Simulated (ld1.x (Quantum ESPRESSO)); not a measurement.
## Tc (Z = 43), PAW: configuration errors across variants

technetium, PAW, made with ld1.x (Quantum ESPRESSO) 7.5 (LDA (PZ), fully relativistic). Core [Ar] 3d10, reference 4s2 4p6 4d5 5s1.75 5p0 (charge +0.25). Waves: 4s (bound): rcut 1.35, rcutus 1.45 bohr; 5s (bound): rcut 1.35, rcutus 1.45 bohr; 4p (bound): rcut 1.55, rcutus 1.70 bohr; 5p (bound, empty): rcut 1.55, rcutus 1.70 bohr; 4d (bound): rcut 2.10, rcutus 2.55 bohr; 4d channel at 0.5 Ry: rcut 2.10, rcutus 2.55 bohr. Local part: all-electron potential smoothed inside 2.10 bohr (lloc = -1). Core correction: Bessel-smoothed model core inside 0.70 bohr. Augmentation charge: PSQ, inside the norm-conserving radii.

Open shells are filled in proportion to 2j + 1 (rel_dist='average').

All-electron excitation energies from the reference (eV): (1) 4s2 4p6 4d5 5s2 5p0 -1.508; (2) 4s2 4p6 4d5 5s1 5p0 6.924; (3) 4s2 4p6 4d5 5s0 5p0 22.127; (4) 4s2 4p6 4d4 5s2 5p1 5.089; (5) 4s2 4p6 4d6 5s0 5p0 5.042; (6) 4s2 4p6 4d4 5s2 5p0 10.292; (7) 4s1 4p6 4d5 5s2 5p0 78.447.

4 further variants failed, have other tests or too few solved ones, and are left out.

Errors AE − PS in meV (a dash: test not solved or not reliable):

```tsv
change	(1)	(2)	(3)	(4)	(5)	(6)	(7)	bound ghosts
base	+0.1	+0.1	+1.5	-4.0	-5.0	-3.5	-52	not determined
waves 4p (bound): rcut 1.02, rcutus 1.08 bohr; 5p (bound): rcut 1.02, rcutus 1.08 bohr	0.0	+0.1	+1.7	-4.1	-5.3	-3.5	-51	not determined
local potential all-electron potential smoothed inside 2.64 bohr (lloc = -1)	+0.1	0.0	+0.2	-2.9	-3.9	-3.0	-41	not determined
local potential all-electron potential smoothed inside 1.25 bohr (lloc = -1)	–	–	–	–	–	–	–	not determined
all radii but the core radius scaled by about 1.05 (s 1.52, p 1.78, d 2.66 bohr, rcut 1.42/1.62/2.20); local potential all-electron potential smoothed inside 2.20 bohr (lloc = -1)	+0.1	+0.2	+1.9	-5.9	-7.4	-5.1	-68	not determined
core correction a·sin(br)/r model core, default radius (ld1.x builds one for every PAW set, though the input has nlcc=.false.)	0.0	+0.1	+1.4	-3.9	-5.4	-3.5	-51	not determined
```

Q: Give the same row for: wave 4d channel at 0.5 Ry: rcut 2.10, rcutus 2.55 bohr becomes 4d channel at -0.29 Ry: rcut 2.10, rcutus 2.55 bohr.

A: 0.0, -0.1, -0.2, -2.8, -3.7, -3.0, -46; bound ghosts: not determined.
